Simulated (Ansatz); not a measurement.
Consider the formal hydrolysis of a C–Ga bond: `C=[C](O)[GaH2]` + H₂O → `C=C(O)O` + `[GaH3]`.

Program: Ansatz. Geometries: PBE0-D4/def2-TZVP. ΔE: electronic, gas phase. CCSD(T)/CBS is the MP2 limit (def2-TZVPP, def2-QZVPP) plus CCSD(T) − MP2 in def2-TZVPP, frozen cores. This one scheme is used for every species. DFT in def2-TZVPP. For Ga outer-core shells are correlated without core-valence functions, which leaves a few kJ/mol of doubt a bond. Scalar relativity is left out up to krypton. One conformer a species, not always the lowest.

(1) Is it downhill or uphill in electronic energy at CCSD(T)/CBS, and by how much? (Best estimate.)

(2) What do these levels give: r2SCANh, r2SCAN0, RPA@PBE/def2-TZVPP, CCSD/def2-SVP, MP2/def2-TZVPP, MP2/def2-QZVPP? (Best estimate.)

Largest T1 diagnostic among the species: 0.013.

Results:

(1) Ansatz gave: Uphill: ΔE = +46.7 kJ/mol.

(2) The calculation gave: r2SCANh 21.6, r2SCAN0 20.4, RPA@PBE/def2-TZVPP 36.5, CCSD/def2-SVP 8.3, MP2/def2-TZVPP 42.8, MP2/def2-QZVPP 48.1 kJ/mol.

The D4 term adds +5.7 kJ/mol with B3LYP and +3.1 kJ/mol with PBE0; it sums over pairs of atoms, weighted by their polarisabilities, and B3LYP, whose exchange is more repulsive, gets the larger term. From PBE to PBE0 (25 % exact exchange), in def2-TZVPP and without D4, ΔE moves by −4.0 kJ/mol. Leaving LDA and LC-ωPBE aside and taking each functional with its dispersion term where it has one, the values, not all of them listed here, spread over 20.7 kJ/mol, from B97M-V to BLYP-D4. LDA lies −11.3 kJ/mol from PBE without D4.

B3LYP here is the variant with VWN-RPA as its local correlation; programs differ in this.
